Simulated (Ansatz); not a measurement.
Species: BO, charge 0, multiplicity 2. 
Coordinates optimised at B3LYP-D3(BJ)/def2-TZVP (Ansatz, a program for electronic structure):
```xyz
2

B      0.0000     0.0000    -0.7398
O      0.0000     0.0000     0.4623
```
Charge 0, spin multiplicity 2.

Property: atomisation energy (electronic, to ground-state atoms); the coupled-cluster value holds the core correlation from cc-pwCVTZ, in kcal/mol. Cores are frozen in the correlated levels unless marked. Open shells are spin-unrestricted. No spin-orbit coupling. Non-relativistic. CBS marks a two-point X^-3 extrapolation of the correlation energy; Hartree-Fock from the larger set (for Q and 5 zeta extrapolated as (X+1)exp(-9√X)).

Level to compare with: CCSD(T)/CBS(cc-pVQZ,cc-pV5Z) plus the core term (Ansatz), 195.2 kcal/mol. It is a level with limits of its own, and the differences hold the functionals' basis error too.

Question: Rank these functionals by how close they come to CCSD(T)/CBS(cc-pVQZ,cc-pV5Z), closest first: wB97X/def2-TZVPD (Ansatz); revPBE/def2-TZVPD (Ansatz); r2SCANh/def2-TZVPD (Ansatz).

Answer: r2SCANh/def2-TZVPD (hybrid meta-GGA, 196.4 kcal/mol, difference 1.2), revPBE/def2-TZVPD (GGA, 197.7 kcal/mol, difference 2.5), wB97X/def2-TZVPD (range-separated hybrid, 190.9 kcal/mol, difference -4.3)
